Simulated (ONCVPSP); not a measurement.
Before and after: ONCV potential for Ti

Ti (Z = 22), optimised norm-conserving Vanderbilt (ONCV), made with ONCVPSP 4.0.1 (LDA (Perdew-Wang 92), scalar-relativistic). Core [Ne], reference 3s2 3p6 3d2 4s2. Waves: 3s+4s: rc 1.35 bohr, ncon 5, nbas 8, qcut 9.6 1/bohr, 2 projectors; 3p: rc 1.35 bohr, ncon 5, nbas 8, qcut 13 1/bohr, 2 projectors, debl 0.4 Ha; 3d: rc 1.55 bohr, ncon 4, nbas 9, qcut 8.8 1/bohr, 2 projectors, debl 0.8 Ha. Local part: polynomial inside 1.05 bohr (lpopt 1, dvloc0 0 Ha). Core correction: polynomial model core, fcfact 0.6.

In the p channel the program set the typed energies aside and used -1.426, 0.250 Ha.

Change: all radii but the core radius scaled by about 0.96 (s 1.30, p 1.30, d 1.48 bohr); local potential polynomial inside 1.00 bohr (lpopt 1, dvloc0 0 Ha).

Cutoffs: the cutoffs (Ha) at which the residual kinetic energy of the hardest occupied pseudo-wave falls to 1 and 0.1 mHa per electron; they do not see the model core or the augmentation charge, which bear on the density cutoff. Errors are all-electron minus pseudo energies relative to the spin-unpolarised reference configuration.

**Question.** What does the change do?

**Answer.** The potential gets neither clearly harder nor softer (46 Ha and 58 Ha → 47 Ha and 59 Ha); of the 4 tests that both files solve, the error grows in 0 and shrinks in 1 by more than 15 % and 0.3 meV (median size 0.2 → 0.1 meV); neither file shows a bound ghost.

| quantity | base | changed |
| --- | --- | --- |
| cutoff, loose | 46 Ha | 47 Ha |
| cutoff, tight | 58 Ha | 59 Ha |
| loose cutoff by channel | s 35 Ha, p 46 Ha, d 32 Ha | s 36 Ha, p 47 Ha, d 33 Ha |
| bound ghosts | none | none |
| GHOST(+) flags under 300 eV | none | none |
| error for 3s2 3p6 3d2 4s1, meV [ΔE 7.53 eV] | -0.1 | -0.2 |
| error for 3s2 3p6 3d2 4s0, meV [ΔE 21.32 eV] | +0.3 | +0.1 |
| error for 3s2 3p6 3d1 4s0, meV [ΔE 48.52 eV] | +31 | +26 |
| error for 3s2 3p6 3d2 4s0 4p1, meV [ΔE 11.38 eV] | +0.1 | +0.1 |
| rms error of d²Exc/dni dnj with the model core, mHa | 0.86 | 0.89 |
